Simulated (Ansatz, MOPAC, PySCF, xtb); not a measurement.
Pair of molecules: GeH4O (SMILES [OH][GeH3]) (first 6 atoms) with NH3 (SMILES N); geometry from B3LYP-D3(BJ)/def2-TZVP, rigid monomers moved along the line of their centres of mass till H3···N7 is 2.18 Å.
(charge 0, multiplicity 1):
```xyz
10

O     -0.362     0.714     0.575
Ge     0.515    -0.707    -0.035
H     -0.461     0.691     1.550
H      1.937    -0.777     0.568
H      0.584    -0.526    -1.558
H     -0.237    -2.011     0.320
N     -0.747     0.750     3.710
H     -1.724     0.919     3.921
H     -0.477    -0.109     4.176
H     -0.208     1.505     4.118
```

Counterpoise-corrected where a basis set is named; no monomer relaxation. Rows marked so take none.

Rows in 6-31G* carry no dispersion term and start afresh at each structure (6-31G* with six Cartesian d functions); the Pople sets are all-electron and without relativity. The state that PM6 reach isn't checked.

Codes used: Ansatz (a program for electronic structure); MOPAC for PM6 (differences of heats of formation); PySCF for 6-31G* rows, the dispersion terms; xtb for the GFN methods. 

Task: One of these levels gives -9.33 kcal/mol for the interaction energy. Which one is it?
(A) PM6
(B) PBE-D3(BJ)/def2-TZVPPD
(C) B3LYP/6-31G* (no counterpoise)
(D) GFN2-xTB

Result: C, B3LYP/6-31G* (no counterpoise). The others give -3.08 (PM6), -5.16 (GFN2-xTB), -7.59 (PBE-D3(BJ)/def2-TZVPPD)
